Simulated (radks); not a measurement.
Charge is removed step by step from the 3d5/2 level of Te26+, starting from [Ar] 3d(3/2: 4, 5/2: 4). Method: Dirac Kohn-Sham, LDA (Slater exchange, Perdew-Wang correlation), spin-unpolarised, spherical densities, point nucleus; computed with a radial shooting solver on a logarithmic mesh with Libxc functionals.

| removed (e) | E - E(0) (eV) | eigenvalue (eV) | E minus straight line (eV) |
|---|---|---|---|
| 0 | 0.000 | -1420.6 | 0.000 |
| 0.1 | 142.45 | -1428.4 | -3.553 |
| 0.2 | 285.69 | -1436.3 | -6.320 |
| 0.3 | 429.71 | -1444.2 | -8.301 |
| 0.4 | 574.52 | -1452.1 | -9.493 |
| 0.5 | 720.12 | -1460.0 | -9.895 |
| 0.6 | 866.51 | -1467.9 | -9.505 |
| 0.7 | 1013.7 | -1475.8 | -8.322 |
| 0.8 | 1161.7 | -1483.8 | -6.345 |
| 0.9 | 1310.5 | -1491.7 | -3.571 |
| 1 | 1460.0 | -1499.7 | 0.000 |

Removing the whole electron costs 1460.0 eV by Delta-SCF, against 1420.6 eV from minus the eigenvalue at the starting occupation. Slater's transition state (half an electron removed) gives 1460.0 eV. Integrating minus the eigenvalue over the occupation (Janak's theorem) gives 1460.0 eV. The mean slope of the eigenvalue, de/dn, is 79.2 eV per electron. Ionisation energy of Te26+ in the NIST Atomic Spectra Database: 1455 eV (theoretical).

Beside tabulated values, note that spin-unpolarised runs miss the spin-polarisation part of the exchange energy of open shells.
